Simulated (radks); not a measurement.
The numbers below are computed, except where a source is named.
Task: Coherent X-ray form factor from a spherical all-electron density. Level of theory: Dirac Kohn-Sham, LDA (Slater exchange, Perdew-Wang correlation), spin-unpolarised, spherical densities, point nucleus (a radial shooting solver on a logarithmic mesh with Libxc functionals).

sin(theta)/lambda (1/angstrom),f0 (electrons)
0.05,58.410
0.1,56.733
0.15,54.219
0.2,51.193
0.25,47.974
0.3,44.810
0.4,39.162
0.5,34.570
0.6,30.799
0.8,24.873
1,20.664
1.25,17.277
1.5,15.014
2,11.358

The species is in the configuration that NIST lists as its ground one. Which atom or ion scatters so?

Result: The europium ion Eu4+, [Xe] 4f5. Extrapolating in s^2 from the first two rows gives f0(0) = 59.0, near the electron count 59; among species with that count, the fall with angle is slower the higher Z, and the table is that of Z = 63; from so few rows the species is fixed only to a neighbour or two.
